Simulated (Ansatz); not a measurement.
Consider the ligand exchange at the Si–N bond: `[SiH3]NC[SiH2]Cl` + `CCSS` → `CCSS[SiH3]` + `NC[SiH2]Cl`.

Program: Ansatz. Geometries: PBE0-D4/def2-TZVP. ΔE: electronic, gas phase. CCSD(T)/CBS is the MP2 limit (def2-TZVPP, def2-QZVPP) plus CCSD(T) − MP2 in def2-TZVPP, frozen cores. Functionals use def2-TZVPP. B3LYP here is the variant with VWN-RPA as its local correlation; programs differ in this. Each species was taken in one conformer, which may not be the lowest.

```
             level  ΔE (kJ/mol)  difference from CCSD(T)/CBS
            PBE-D4        -21.8                         -5.8
         revPBE-D4        -22.4                         -6.4
           BLYP-D4        -13.6                          2.4
         r2SCAN-D4        -16.7                         -0.7
        r2SCANh-D4        -16.6                         -0.6
      CAM-B3LYP-D4         -7.5                          8.5
           ωB97M-V        -14.1                          1.9
               PBE        -19.3                         -3.3
             B3LYP         -8.3                          7.7
           r2SCAN0        -15.8                          0.2
         CAM-B3LYP         -5.1                         10.9
           LC-ωPBE        -12.8                          3.2
RPA@PBE/def2-TZVPP        -10.0                          6.0
    MP2/def2-TZVPP        -15.6                          0.4
    MP2/def2-QZVPP        -17.0                         -1.0
      HF/CBS(def2)         -1.3                         14.7
       CCSD(T)/CBS        -16.0                            0
```

Largest T1 diagnostic among the species: 0.011.

At CCSD(T), def2-SVP lies +3.6 kJ/mol from the extrapolated value and def2-TZVPP +3.1 kJ/mol. In def2-TZVPP, CCSD(T) changes the Hartree–Fock value by −10.1 kJ/mol (the triples alone add −2.7 kJ/mol) and MP2 by −12.9 kJ/mol.

CCSD(T)/CBS has its own doubt, a few kJ/mol and more with outer-core shells, so smaller differences from it don't rank the levels.
